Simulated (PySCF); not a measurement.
## Ge+ (germanium, charge +1): UHF calculation

Configuration: [Ar] 3d10 4s2 4p1, 2P determinant. Computed with PySCF 2.14 in x2c-TZVPall, with scalar relativity by spin-free X2C-1e.

| Quantity | Value |
| --- | --- |
| Total energy | -2096.775745 hartree |
| One-electron energy | -2912.0921 hartree |
| Hartree (Coulomb) energy | 893.6918 hartree |
| Exchange energy | -78.3755 hartree |
| ⟨S²⟩ | 0.7601 |
| ⟨L²⟩ | 2.031 |
| Sum of ⟨r⟩ | 20.77 bohr |
| Sum of ⟨r²⟩ | 28.89 bohr² |
| Traceless quadrupole moment −½Σ⟨3z² − r²⟩ along its main axis | -3.28 e·bohr² |
| Langevin diamagnetic susceptibility | -22.9 ×10⁻⁶ cm³/mol |
| Time after the integrals | 0.31 s of wall time on 1 thread of Neoverse-N1 (shared host) |

```
shell  electrons  mean orbital energy (hartree)  spread (hartree)  rms radius, mean of both spins (bohr)
 1s α          1                     -411.17434                 0                                 0.0542
 1s β          1                     -411.17187                 0                                 0.0542
 2s α          1                      -53.77090                 0                                  0.227
 2s β          1                      -53.77031                 0                                  0.227
 2p α          3                      -46.86173           0.00133                                  0.203
 2p β          3                      -46.85947           0.00509                                  0.203
 3s α          1                       -7.74419                 0                                  0.667
 3s β          1                       -7.74022                 0                                  0.667
 3p α          3                       -5.54823           0.00110                                  0.701
 3p β          3                       -5.54245           0.01741                                  0.701
 3d α          5                       -1.93707           0.01104                                  0.813
 3d β          5                       -1.93441           0.01765                                  0.813
 4s α          1                       -0.90411                 0                                   2.25
 4s β          1                       -0.82008                 0                                   2.25
 4p α          1                       -0.57038                 0                                   2.82
```

Densities and radii are taken from the X2C orbitals without a picture-change correction, which distorts them close to the nucleus.
